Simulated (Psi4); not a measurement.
## ZrCl3F (SMILES [F][Zr]([Cl])([Cl])[Cl]): entropy by statistical mechanics

A singlet with charge 0, relaxed at PBE0-D4/def2-TZVP (density fitting, core potential) (Psi4 1.11):

```xyz
5

F    -0.4273   -0.3068    1.8933
Zr   -0.0276   -0.0242    0.0809
Cl    1.7966   -1.3356   -0.5121
Cl   -1.8691   -0.6099   -1.2059
Cl    0.4674    2.2207   -0.2508
```

Harmonic wavenumbers in cm⁻¹: 45, 105, 140, 149, 303, 396, 434, 562, 692.

Masses in u: F 18.998, Zr 91.224, Cl 35.45. Take T = 298.15 K, p = 1 bar, R = 8.3145 J/(mol K), kT/hc = 207.22 cm⁻¹, rigid rotor and harmonic oscillator.

Q: Work out S° at 298 K.

A: 
1. Translation (Sackur–Tetrode): S = R[3/2 ln M + 5/2 ln T − 1.1517] with M = 216.572 gives 175.9 J/(mol K).
2. Rotation: principal moments 374.201, 376.240, 511.797 u Å² give A, B, C = 0.045, 0.0448, 0.0329 cm⁻¹; the symmetry number is σ = 3; q = (√π/σ)√((kT/hc)³/ABC) = 216400; S = R(ln q + 3/2) = 114.6.
3. Vibration: with u = ν̃/207.22, each mode gives R[u/(eᵘ − 1) − ln(1 − e⁻ᵘ)]; the sum is 75.0, most from 45 cm⁻¹ (21.0), 105 cm⁻¹ (14.1), 140 cm⁻¹ (11.7).
4. Spin: R ln 1 = 0.0.
5. Sum: 175.9 + 114.6 + 75.0 + 0.0 = 365.5 J/(mol K).

No measured value is set beside it here.
